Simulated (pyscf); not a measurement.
**[HO–Ga–Cl]•, doublet**

Gas-phase minimum from PySCF at ωB97X-D3(BJ)/def2-SVP, one conformer. Other isomers of [HO–Ga–Cl]• were not searched in full and may lie lower. 

```xyz
4

O     -0.0785    -0.7255    -0.3432
Ga     1.2958     0.2680     0.2383
Cl     1.7048     0.1255     2.3571
H     -0.2580    -0.6602    -1.2896
```
Charge 0, spin multiplicity 2.

Bond lengths (Å): O1–Ga2 1.793, O1–H4 0.966, Ga2–Cl3 2.163. Angles (°): Ga2–O1–H4 115.0, O1–Ga2–Cl3 115.2.

Properties at ωB97X-D3(BJ)/def2-SVP:

Harmonic wavenumbers, unscaled: 158, 324, 410, 684, 768, 3896 cm⁻¹
Zero-point energy: 8.9 kcal/mol
Rotational symmetry number: 1
Entropy of this conformer at 298 K and 1 atm, rigid rotor and harmonic oscillator, modes under 100 cm⁻¹ raised to 100: 301.8 J/(mol K)
Dipole moment: 3.13 D
Spin expectation value S2: 0.754

Single-point totals, which compare only within one level (frozen core for MP2 and CC):

```
level                   total energy (hartree)
----------------------  ----------------------
ωB97X-D3(BJ)/def2-TZVP             -2460.95361
PBE/def2-TZVP                      -2460.42637
r²SCAN/def2-TZVP                   -2460.90748
B3LYP-D3(BJ)/def2-TZVP             -2461.05212
PBE0-D3(BJ)/def2-TZVP              -2460.49974
M06-2X/def2-TZVP                   -2460.93879
ωB97M-D3(BJ)/def2-TZVP             -2461.07387
UHF/def2-TZVPP                     -2458.31047
MP2/def2-TZVPP                     -2458.94050
CCSD/def2-TZVPP                    -2458.95158
CCSD(T)/def2-TZVPP                 -2458.97839
```

Soft torsions are taken as harmonic, which can shift the entropy by several J/(mol K). The CCSD(T) − MP2 part came from Ansatz, without density fitting, on the same reference. The frozen core leaves the outer d or s,p core shells of the metals and heavy elements correlated in the MP2 and CC values, and def2-TZVPP describes them poorly, so these totals are far from the basis limit. Elements up to Kr have no core potential and no relativistic terms here.
